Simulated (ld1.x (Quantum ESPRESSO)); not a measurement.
**Building the TM potential for palladium (PBE, scalar-relativistic).**

Pd, norm-conserving Troullier–Martins (Kleinman–Bylander form), made with ld1.x (Quantum ESPRESSO) 7.5 (PBE, scalar-relativistic). Core [Ar] 3d10, reference 4s2 4p6 4d10 5s0 5p0. Waves: 4p (bound): rc 1.40 bohr; 4d (bound): rc 1.75 bohr; 4s (bound): rc 1.20 bohr. Local part: the s channel. Core correction: a·sin(br)/r model core inside 0.65 bohr.

Poles of the logarithmic derivatives, all-electron (AE) and pseudo (PS). s: poles at -6.0 (AE) and -6.0 (PS) Ry. p: poles at -3.3 (AE) and -3.3 (PS) Ry. d: poles at 0.9 (AE) and 0.9 (PS) Ry. Test radius 1.90 bohr.

- Cutoffs needed: 110 Ry and 180 Ry (the cutoffs (Ry, on a coarse ladder) from which the occupation-weighted sum of valence levels, in a spherical-Bessel basis at the reference potential, stays within 10 and 1 mRy of its value at 400 Ry)
- Ghost test: no extra level below or beside the all-electron valence levels (p, d, s, f tested) (spherical-Bessel basis up to 400 Ry, 20 bohr box)
- Largest excitation error: +384 meV (all-electron minus pseudo) for 4s2 4p6 4d8 5s1 5p0, out of 7 test configurations
